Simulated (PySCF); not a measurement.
**Identify the compound**

Molecular formula: C5H5ClNP. Simulated spectra:

¹H NMR (400 MHz, computed): δ 9.49 (m, 1H), 7.62 (m, 1H), 3.07 (m, 3H).

¹³C{¹H} NMR (computed): δ 206.5 (C), 178.1 (CH), 162.8 (C), 128.2 (CH), 33.3 (CH3).

PySCF 2.14.0 with density-fitted response routines calculation with NMR shieldings at PBE0/pcSseg-1/GIAO and geometry from GFN2-xTB; one computed conformer, one averaged value for each set of equivalent atoms, no solvent, non-relativistic.

Shifts are taken against calculated references (same method and geometry level): ¹H (31.72 ppm), ¹³C (186.93 ppm) against TMS.

Q: Choose the structure that fits.
A. Cc1cpcnc1Cl
B. Cc1nc(Cl)ccp1
C. Cc1cnc(Cl)cp1
D. Cc1cpc(Cl)cn1

A: B. 

5 carbon signals for 5 carbons: no two carbons are equivalent. Carbon types of the structure: 2 × C, 2 × CH, 1 × CH3, which accounts for all hydrogens. δC 206.5: substituted aromatic carbon next to a ring nitrogen. δC 178.1, 128.2: aromatic CH. δC 162.8: aromatic carbon bearing chlorine. δH 9.49, 7.62: hydrogen on an aromatic CH; aromatic region. δH 3.07: hydrogen on a methyl carbon on an aromatic ring; benzylic-type position, deshielded by the ring.

The others: Cc1cpcnc1Cl has carbons computed at 188.1, 175.3, 163.9, 139.6, 27.7; Cc1cnc(Cl)cp1 has carbons computed at 168.6, 162.5, 159.1, 156.6, 23.9; Cc1cpc(Cl)cn1 has carbons computed at 173.5, 163.0, 157.4, 156.9, 29.7.

Carbons that carry Cl, above all several Cl atoms, come out too deshielded, partly because spin–orbit coupling is missing. Splittings by ³¹P in the carbon and heteronuclear signals aren't shown, as no couplings were computed. Shifts are as computed. Against solution values, carbons near 30 ppm lie about +3 ppm off and those near 130 ppm about +5 ppm; carbons on Cl a further +6 ppm. Of 1211 compounds with measured shifts, 218 miss one by over three times the rms of a fit or turn the order of signals round; such compounds aren't used in these exercises. No couplings were computed; multiplicities are counted from neighbouring protons, with m where these are inequivalent, close in shift, in a saturated or five-membered ring or joined by F or P, and br s for small geminal =CH2 splittings.
